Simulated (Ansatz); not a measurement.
`N#[C][SnH]([F])[F]` + H₂ → `N#[C][SnH2][F]` + H–F at 400 K and 1 bar (hydrogenolysis of the Sn–F bond).

Gas-phase electronic energies from Ansatz, PBE0-D4/def2-TZVP geometries. CCSD(T)/CBS adds triple-zeta CCSD(T) − MP2 to the extrapolated MP2 energy (def2 sets, frozen cores). This one scheme is used for every species. Elements past krypton have def2 core potentials. For Sn outer-core shells are correlated without core-valence functions, which leaves a few kJ/mol of doubt a bond.

| species | CCSD(T)/CBS energy (Eh) | H − E (kJ/mol) | S (J/(mol·K)) |
| --- | --- | --- | --- |
| `N#[C][SnH]([F])[F]` | -507.00240 | 79.1 | 378.1 |
| H₂ | -1.17544 | 38.0 | 139.0 |
| `N#[C][SnH2][F]` | -407.77206 | 88.3 | 351.3 |
| H–F | -100.39570 | 36.5 | 182.2 |

H − E and S are ideal-gas, rigid-rotor, harmonic terms from PBE0-D4/def2-TZVP. The MP2-based limit puts H₂ 0.8 mEh under its directly extrapolated value; such offsets cancel only in part. 1 Eh = 2625.50 kJ/mol, R = 8.31446 J/(mol·K).

By hand: ΔE, ΔH, ΔS and ΔG.

ΔE = (-407.77206) + (-100.39570) − (-507.00240) − (-1.17544) = 0.01008 Eh = 26.5 kJ/mol. Δ(H − E) = 88.3 + 36.5 − 79.1 − 38.0 = 7.7, so ΔH = 34.2 kJ/mol. ΔS = 351.3 + 182.2 − 378.1 − 139.0 = 16.4 J/(mol·K). ΔG = 34.2 − 400 × (16.4)/1000 = 27.6 kJ/mol.

By hand: the equilibrium constant, and the temperature at which ΔG would vanish if ΔH and ΔS stayed fixed.

log₁₀ K = −ΔG/(RT ln 10) = -3.6. ΔG = 0 at ΔH/ΔS = 2085 K, though so small a ΔS makes that figure unsure.

ΔH outweighs TΔS. A doubt of 5 kJ/mol in ΔE shifts log₁₀ K by 0.7 here. These are equilibria of isolated gas molecules and say nothing of rates. Largest T1 diagnostic: 0.015 (customary marks: 0.02 for closed shells, 0.045 for open ones).
